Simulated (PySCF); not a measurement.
# Electronic structure of Sc (scandium, neutral) at the PBE level

Configuration: [Ar] 3d1 4s2, 2D determinant. All numbers are calculated (PySCF 2.14, the non-relativistic Hamiltonian (point nucleus), in cc-pVTZ (7s6p4d2f1g, 68 functions)).

* Total energy: -760.394 hartree
* One-electron energy: -1040.833 hartree
* Hartree (Coulomb) energy: 319.157 hartree
* Exchange-correlation energy: -38.718 hartree
* Kinetic energy: 759.33843 hartree
* ⟨S²⟩: 1.1003
* ⟨L²⟩: 7.202
* Sum of ⟨r⟩: 21.03 bohr
* Sum of ⟨r²⟩: 49.26 bohr²
* Traceless quadrupole moment −½Σ⟨3z² − r²⟩ along its main axis: -0.0801 e·bohr²
* Density at the nucleus (Gaussians lack the cusp): 6140 bohr⁻³
* Spin density at the nucleus: 0.122 bohr⁻³
* Langevin diamagnetic susceptibility: -39.0 ×10⁻⁶ cm³/mol
* Time after the integrals: 2.5 s of wall time on 1 thread of Neoverse-N1 (shared host)

```json
{"shell": "1s α", "electrons": "1", "mean orbital energy (eV)": "-4370.6", "spread (eV)": "0", "rms radius, mean of both spins (bohr)": "0.0852"}
{"shell": "1s β", "electrons": "1", "mean orbital energy (eV)": "-4370.6", "spread (eV)": "0", "rms radius, mean of both spins (bohr)": "0.0852"}
{"shell": "2s α", "electrons": "1", "mean orbital energy (eV)": "-468.95", "spread (eV)": "0", "rms radius, mean of both spins (bohr)": "0.376"}
{"shell": "2s β", "electrons": "1", "mean orbital energy (eV)": "-468.77", "spread (eV)": "0", "rms radius, mean of both spins (bohr)": "0.376"}
{"shell": "2p α", "electrons": "3", "mean orbital energy (eV)": "-387.15", "spread (eV)": "0.223", "rms radius, mean of both spins (bohr)": "0.343"}
{"shell": "2p β", "electrons": "3", "mean orbital energy (eV)": "-387.01", "spread (eV)": "0.390", "rms radius, mean of both spins (bohr)": "0.343"}
{"shell": "3s α", "electrons": "1", "mean orbital energy (eV)": "-53.970", "spread (eV)": "0", "rms radius, mean of both spins (bohr)": "1.16"}
{"shell": "3s β", "electrons": "1", "mean orbital energy (eV)": "-53.324", "spread (eV)": "0", "rms radius, mean of both spins (bohr)": "1.16"}
{"shell": "3p α", "electrons": "3", "mean orbital energy (eV)": "-33.168", "spread (eV)": "0.242", "rms radius, mean of both spins (bohr)": "1.27"}
{"shell": "3p β", "electrons": "3", "mean orbital energy (eV)": "-32.516", "spread (eV)": "0.968", "rms radius, mean of both spins (bohr)": "1.27"}
{"shell": "4s α", "electrons": "1", "mean orbital energy (eV)": "-4.112", "spread (eV)": "0", "rms radius, mean of both spins (bohr)": "3.93"}
{"shell": "4s β", "electrons": "1", "mean orbital energy (eV)": "-3.905", "spread (eV)": "0", "rms radius, mean of both spins (bohr)": "3.93"}
{"shell": "3d α", "electrons": "1", "mean orbital energy (eV)": "-3.526", "spread (eV)": "0", "rms radius, mean of both spins (bohr)": "2.21"}
```

⟨L²⟩ = 7.20 against 6 for a pure D term, so this real determinant mixes terms. ⟨S²⟩ = 1.10 against 0.75 shows spin contamination.
